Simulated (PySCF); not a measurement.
# Two-component Hartree-Fock for Sn+ (tin, charge +1)

Start: [Kr] 4d10 5s2 5p1; 5p1/2 filled at m_j = +1/2. Calculated with PySCF 2.14 in x2c-TZVPPall-2c with one added diffuse shell each of s, p, d, f type (9s10p6d3f, 90 functions): generalised Hartree-Fock with the X2C-1e Hamiltonian and a Gaussian nucleus; spin-orbit coupling (SO) screened by Boettger's factors.

```json
{"spinor shell": "1s1/2", "electrons": "2", "ε, screened SO (eV)": "-29352.3", "weight of nominal j (screened SO)": "1.000", "rms radius, screened SO (bohr)": "0.0333"}
{"spinor shell": "2s1/2", "electrons": "2", "ε, screened SO (eV)": "-4530.5", "weight of nominal j (screened SO)": "1.000", "rms radius, screened SO (bohr)": "0.136"}
{"spinor shell": "2p1/2", "electrons": "2", "ε, screened SO (eV)": "-4221.5", "weight of nominal j (screened SO)": "1.000", "rms radius, screened SO (bohr)": "0.118"}
{"spinor shell": "2p3/2", "electrons": "4", "ε, screened SO (eV)": "-3988.5", "weight of nominal j (screened SO)": "1.000", "rms radius, screened SO (bohr)": "0.123"}
{"spinor shell": "3s1/2", "electrons": "2", "ε, screened SO (eV)": "-920.51", "weight of nominal j (screened SO)": "1.000", "rms radius, screened SO (bohr)": "0.361"}
{"spinor shell": "3p1/2", "electrons": "2", "ε, screened SO (eV)": "-793.58", "weight of nominal j (screened SO)": "1.000", "rms radius, screened SO (bohr)": "0.354"}
{"spinor shell": "3p3/2", "electrons": "4", "ε, screened SO (eV)": "-749.56", "weight of nominal j (screened SO)": "1.000", "rms radius, screened SO (bohr)": "0.366"}
{"spinor shell": "3d3/2", "electrons": "4", "ε, screened SO (eV)": "-527.10", "weight of nominal j (screened SO)": "1.000", "rms radius, screened SO (bohr)": "0.340"}
{"spinor shell": "4s1/2", "electrons": "2", "ε, screened SO (eV)": "-167.89", "weight of nominal j (screened SO)": "1.000", "rms radius, screened SO (bohr)": "0.874"}
{"spinor shell": "4p1/2", "electrons": "2", "ε, screened SO (eV)": "-123.55", "weight of nominal j (screened SO)": "1.000", "rms radius, screened SO (bohr)": "0.930"}
{"spinor shell": "4p3/2", "electrons": "4", "ε, screened SO (eV)": "-115.44", "weight of nominal j (screened SO)": "1.000", "rms radius, screened SO (bohr)": "0.961"}
{"spinor shell": "4d3/2", "electrons": "4", "ε, screened SO (eV)": "-44.183", "weight of nominal j (screened SO)": "1.000", "rms radius, screened SO (bohr)": "1.18"}
{"spinor shell": "4d5/2", "electrons": "6", "ε, screened SO (eV)": "-42.975", "weight of nominal j (screened SO)": "1.000", "rms radius, screened SO (bohr)": "1.19"}
{"spinor shell": "5s1/2", "electrons": "2", "ε, screened SO (eV)": "-20.845", "weight of nominal j (screened SO)": "0.997", "rms radius, screened SO (bohr)": "2.54"}
{"spinor shell": "5p1/2", "electrons": "1", "ε, screened SO (eV)": "-14.404", "weight of nominal j (screened SO)": "0.992", "rms radius, screened SO (bohr)": "3.09"}
```

(1) Where does 3d5/2 lie, and what is the 3d spin-orbit splitting (screened SO)?

| quantity | screened SO |
| --- | --- |
| E (hartree) | -6174.27167 |
| M_J | 1/2 |
| ⟨J²⟩ | 0.788 |
| ⟨L²⟩ | 2.056 |
| ⟨S²⟩ | 0.780 |

Each row is a mean over spinors that exchange with the open shell spreads, by up to 0.387 eV (4p1/2).

Breit and QED terms are absent; they matter most for the inner s and p1/2 levels.

Densities and radii are taken from the X2C orbitals without a picture-change correction, which distorts them close to the nucleus.

Results:

(1) At -518.22 eV, 8.884 eV above 3d3/2.
